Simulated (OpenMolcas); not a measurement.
Co3+ among 3 point charges of -2 e arranged as a planar triangle (D3h).

| Quantity | Value |
| --- | --- |
| Program | OpenMolcas |
| Method | CASSCF |
| Basis | ANO-RCC-VDZP [5s4p2d1f] |
| Scalar Hamiltonian | DKH2, point nucleus |
| Active space | 6 electrons in 5 orbitals (3d) |
| State averaging | 2S+1 = 5 even, 5 roots; 2S+1 = 3 even, 45 roots; 2S+1 = 1 even, 50 roots |
| Spin-orbit coupling | state interaction with AMFI integrals over the reference wave functions |

All point charges move together. At R = 1.75 Å the first state of the same spin is 2511 cm-1, and at R = 1.96 Å it is 1784 cm-1.

Question: A third run gives 3222 cm-1. What distance was it run at?

Answer: With a power law R^-n the two known points give n = -ln(1784 / 2511) / ln(1.96 / 1.75) = 3.02. Then R = 1.75 × (2511 / 3222)^(1/3.02) = 1.611 Å. The run was at 1.62 Å, so the estimate is off by -0.009 Å.

Without dynamic correlation the repulsion within the d shell is too large (B by tens of per cent), so at a given field states of lower spin stand too high. Point charges give a weaker field than real ligands, and real ions of this kind are often low spin; the high spin found here belongs to the model. Point charges carry no covalency, so the field is a model and not that of real ligands. No measured value stands beside these numbers.
